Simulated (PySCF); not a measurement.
Heptafluorocyclopentane, SMILES FC1CC(F)(F)C(F)(F)C1(F)F (GFN2-xTB optimised geometry):

```
15

F      0.617     0.227    -2.940
C      0.296    -0.682    -1.975
C     -0.972    -0.249    -1.235
C     -0.527     0.549     0.000
F     -1.009     1.806     0.000
F     -0.976    -0.024     1.139
C      1.036     0.549     0.000
F      1.552     0.468     1.234
F      1.504     1.679    -0.558
C      1.391    -0.674    -0.889
F      2.638    -0.642    -1.373
F      1.283    -1.806    -0.151
H      0.222    -1.660    -2.460
H     -1.552    -1.112    -0.907
H     -1.589     0.379    -1.880
```

Calculation: CAM-B3LYP/def2-TZVP (PySCF 2.14.0).

Problem. What are the frontier orbital energies and the dipole moment?

Solution. HOMO-2 -12.56 eV, HOMO-1 -12.01 eV, HOMO -11.02 eV, LUMO 0.95 eV, LUMO+1 1.88 eV; dipole moment 3.35 D.

On the same geometry PBE/def2-TZVP in PySCF gives HOMO-2 -9.06 eV, HOMO-1 -8.63 eV, HOMO -7.73 eV, LUMO -1.25 eV, LUMO+1 0.29 eV; dipole moment 3.00 D.

Meta-Löwdin charges at CAM-B3LYP/def2-TZVP: F1 -0.31, C2 0.18, C3 -0.26, C4 0.54, F5 -0.28, F6 -0.28, C7 0.51, F8 -0.26, F9 -0.27, C10 0.53, F11 -0.26, F12 -0.28, H13 0.13, H14 0.15, H15 0.16.
